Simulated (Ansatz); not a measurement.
Compare A (`C=C[Si](F)(F)[SiH3]`) with its isomer B (`C=C[SiH](F)[SiH2]F`).

Gas-phase electronic energies from Ansatz, PBE0-D4/def2-TZVP geometries. CBS: MP2 limit from def2 TZ/QZ plus the TZ coupled-cluster correction, frozen cores. DFT in def2-TZVPP. Each species was taken in one conformer, which may not be the lowest.

A:

Z-matrix (Å, degrees):
```
Si
C 1 1.843
F 1 1.596 2 109.2
F 1 1.597 2 107.7 3 -115.7
Si 1 2.343 2 115.5 3 122.3
C 2 1.331 1 122.3 3 125.7
H 2 1.089 1 119.0 3 -56.1
H 5 1.488 1 109.2 2 -56.4
H 5 1.486 1 110.6 2 -176.7
H 5 1.487 1 109.4 2 62.6
H 6 1.086 2 122.1 1 178.8
H 6 1.086 2 121.6 1 -1.6
```

B:

```xyz
12

C    -2.3004    0.3925    0.0910
C    -1.1872    0.3555   -0.6373
Si    0.4698    0.8025    0.0500
F     0.2668    1.3479    1.5499
Si    1.8847   -1.0782    0.1733
F     1.9767   -1.7127   -1.3030
H    -2.2904    0.7049    1.1309
H    -3.2676    0.1184   -0.3202
H    -1.2493    0.0328   -1.6757
H     1.0997    1.8881   -0.7491
H     1.3320   -2.1147    1.0839
H     3.2652   -0.7370    0.6065
```

(1) Which is lower in electronic energy at CCSD(T)/CBS, and by how much? (An estimate is asked.)

(2) Give E(B) − E(A) in kcal/mol with PBE0-D4, CCSD(T)/def2-TZVPP, CCSD/def2-TZVPP, HF/def2-TZVPP, r2SCAN-D4, B2PLYP, PBE-D4. (An estimate is asked.)

Largest T1 diagnostic: 0.013.

## Answers

(1) Computed: A, by 8.8 kcal/mol.

(2) The calculation gave: PBE0-D4 9.0, CCSD(T)/def2-TZVPP 9.2, CCSD/def2-TZVPP 9.0, HF/def2-TZVPP 7.8, r2SCAN-D4 9.4, B2PLYP 8.5, PBE-D4 9.0. None reverses the order clearly.

In def2-TZVPP, CCSD(T) changes the Hartree–Fock value by +1.4 kcal/mol (the triples alone add +0.2 kcal/mol) and MP2 by +1.0 kcal/mol.
